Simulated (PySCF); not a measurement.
Computed shifts of a molecule C₃H₉Ga, PBE0/pcSseg-1 in PySCF, GIAO, gas phase, equivalent atoms averaged, in ppm (number of nuclei): ¹³C: 1.5 (3). ¹H: 0.43 (9). References: ¹³C against TMS (σ = 186.3 ppm); ¹H against TMS (σ = 31.56 ppm), references at their B3LYP-D3(BJ)/def2-TZVP geometries, non-relativistic. Coordinates come from a r2SCAN-D4/def2-SVP optimisation. Other conformers were not sampled.

Problem. Which structure fits?
A. CC[CH2][GaH2]
B. [CH3][Ga]([CH3])[CH3]
C. C[CH2][GaH][CH3]
D. C[CH](C)[GaH2]

Solution. B, [CH3][Ga]([CH3])[CH3]
